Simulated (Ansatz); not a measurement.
Program: Ansatz. Geometries: PBE0-D4/def2-TZVP. ΔE: electronic, gas phase. CCSD(T)/CBS adds triple-zeta CCSD(T) − MP2 to the extrapolated MP2 energy (def2 sets, frozen cores). This one scheme is used for every species, atoms too. DFT in def2-TZVPP. HSE06 is defined as in plane-wave codes. No spin–orbit coupling; open shells (•) take unrestricted orbitals. Spin–orbit coupling would lower the free atoms: a little for C, O; strongly for In. Elements past krypton have def2 core potentials. Bonds to In are less sure, by a few kJ/mol each and by 10 to 20 or more in all where they break to atoms, as the def2 sets lack core-valence functions. Each species was taken in one conformer, which may not be the lowest.

`C[N](C)[InH][OH]` → 2 C• + 8 H• + In• + N• + O•  (atomization)

```
             level  ΔE (kJ/mol)  difference from CCSD(T)/CBS
          HSE06-D4       4432.8                        -30.4
          BHLYP-D4       4290.8                       -172.4
           ωB97X-V       4460.0                         -3.2
           ωB97M-V       4452.9                        -10.3
          PBE-QIDH       4395.4                        -67.8
           LC-ωPBE       4437.2                        -26.0
      MP2/def2-SVP       4221.4                       -241.8
SCS-MP2/def2-TZVPP       4375.8                        -87.4
SCS-MP2/def2-QZVPP       4462.9                         -0.3
    CCSD/CBS(def2)       4392.5                        -70.7
       CCSD(T)/CBS       4463.2                            0
```

Largest T1 diagnostic among the species: 0.016.

From PBE to PBE0 (25 % exact exchange), in def2-TZVPP and without D4, ΔE moves by −88.6 kJ/mol: exact exchange takes away binding that semilocal exchange gives to molecules. In def2-TZVPP, CCSD(T) changes the Hartree–Fock value by +1241.6 kJ/mol (the triples alone add +70.7 kJ/mol) and MP2 by +1289.3 kJ/mol; breaking electron pairs costs correlation energy, which Hartree–Fock lacks.

For atomizations the MP2-based limit and the directly extrapolated one differ by several kJ/mol either way, and by 10 to 25 for some Ge, Se and Sn compounds, so smaller differences from it don't rank the levels.
